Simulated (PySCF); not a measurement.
## Correlation energy of Ag⁺ (silver, charge +1)

[Kr] 4d10, closed-shell 1S. Computed with PySCF 2.14 in aug-cc-pVDZ-PP with ECP28MDF (5s5p4d2f, 54 functions), with scalar relativity through the core potential. Frozen: 4s2 4p6; 10 electrons correlated.

```csv
level,correlation energy (mhartree)
CCSD,-279.04
(T),-6.05
CCSD(T),-285.09
```

Diagnostics: T1 = 0.0044, D1 = 0.0063, largest double amplitude 0.016.

Cost of the coupled-cluster step: of the order of 0.8 core-seconds, for 10 correlated electrons.

Iterations:

```
CC2 = 0
CCSD nocc = 5, nmo = 50
frozen orbitals [0, 1, 2, 3]
max_cycle = 100
direct = 0
conv_tol = 1e-08
conv_tol_normt = 1e-06
diis_space = 8
diis_start_cycle = 0
Init t2, MP2 energy = -146.115957657569  E_corr(MP2) -0.295431042001187
Init E_corr(CCSD) = -0.295431042001192
cycle = 1  E_corr(CCSD) = -0.276165161134991  dE = 0.0192658809  norm(t1,t2) = 0.0216691
cycle = 2  E_corr(CCSD) = -0.279252035415732  dE = -0.00308687428  norm(t1,t2) = 0.00629845
cycle = 3  E_corr(CCSD) = -0.278983920612447  dE = 0.000268114803  norm(t1,t2) = 0.00197969
cycle = 4  E_corr(CCSD) = -0.279028804435871  dE = -4.48838234e-05  norm(t1,t2) = 0.000375349
cycle = 5  E_corr(CCSD) = -0.279038902533429  dE = -1.00980976e-05  norm(t1,t2) = 5.83493e-05
cycle = 6  E_corr(CCSD) = -0.279036914252479  dE = 1.98828095e-06  norm(t1,t2) = 1.54695e-05
cycle = 7  E_corr(CCSD) = -0.279036140364294  dE = 7.73888185e-07  norm(t1,t2) = 2.37099e-06
cycle = 8  E_corr(CCSD) = -0.279036208061378  dE = -6.76970843e-08  norm(t1,t2) = 5.61805e-07
cycle = 9  E_corr(CCSD) = -0.279036254255614  dE = -4.6194236e-08  norm(t1,t2) = 1.22601e-07
cycle = 10  E_corr(CCSD) = -0.279036255539475  dE = -1.28386052e-09  norm(t1,t2) = 2.36756e-08
CCSD converged
E(CCSD) = -146.0995628711075  E_corr = -0.2790362555394747
CCSD(T) correction = -0.00605234927094542
```
